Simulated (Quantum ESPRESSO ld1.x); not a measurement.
Q: The mean radii <r> (bohr) of the occupied orbitals of an atom or ion are listed with their occupations. Calculated with ld1.x of Quantum ESPRESSO 7.5: scalar-relativistic Kohn-Sham, PBEsol, spin-unpolarised, spherical densities, point nucleus.

orbital  occ.      <r>
1s          2  0.05849
2s          2   0.2671
2p          6   0.2356
3s          2   0.8162
3p          6   0.8671
3d          7    1.214

Name the element and its charge.

A: Z = 26, iron, charge +1: Fe+ in [Ar] 3d7. The 1s radius gives Z: for a bare nucleus <r> = (2 gamma + 1)/(2Z) with gamma = sqrt(1 - (Z/c)^2), 0.05699 bohr for Z = 26, and screening makes it slightly larger (0.05849 here). The occupations add up to 25, and the charge is Z minus that.
